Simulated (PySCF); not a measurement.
NaF, SMILES [F][Na].

Coordinates come from a B3LYP-D3(BJ)/def2-TZVPD optimisation.

Two levels are set side by side: PBE/def2-TZVPD (PySCF) and r2SCAN/def2-TZVPD (PySCF). Same geometry, gas phase. Differences are taken from unrounded values.

```tsv
quantity	r2SCAN	PBE	PBE minus r2SCAN
orbital gap (eV)	4.03	3.07	-0.96
highest occupied level (eV)	-5.26	-5.08	0.18
lowest empty level (eV)	-1.23	-2.01	-0.79
dipole moment (D)	8.06	7.81	-0.25
mean polarisability (bohr³)	14.2	17.6	3.4
```

Rough cost on one machine, each run with all the roots and properties that it gave: r2SCAN against PBE about 5 times.
